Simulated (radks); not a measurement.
The numbers below are computed, except where a source is named.
Ionisation of neutral selenium, [Ar] 3d10 4s2 4p4, to [Ar] 3d10 4s2 4p3 as the strength of local exchange is varied. Code: a radial shooting solver on a logarithmic mesh with Libxc functionals. Model: Dirac Kohn-Sham, Slater X-alpha exchange (alpha = 2/3 is LDA exchange), no correlation, spin-unpolarised, spherical densities, point nucleus; open shells fill j = l - 1/2 first.

alpha  E(Se) (hartree)  exchange (hartree)  IE (eV)  -e of the level emptied (eV)  <r> of it (bohr)
0.667      -2423.92638           -81.60003    9.616                 5.364 (4p3/2)             2.357
0.67       -2424.29342           -81.97935    9.646                 5.390 (4p3/2)             2.355
0.823      -2443.08564          -101.46956   11.244                 6.799 (4p3/2)             2.254
0.956      -2459.53746          -118.64254   12.721                 8.125 (4p3/2)             2.176
1.013      -2466.62122          -126.06786   13.379                 8.721 (4p3/2)             2.145
1.029      -2468.61320          -128.15921   13.566                 8.891 (4p3/2)             2.137

NIST Atomic Spectra Database: 9.752 eV (measured). The Delta-SCF value meets it near alpha = 0.68. Spin polarisation and multiplet splitting are left out, so open shells lie too high by an amount that depends on their filling.

Beside tabulated values, note that spin-unpolarised runs miss the spin-polarisation part of the exchange energy of open shells.
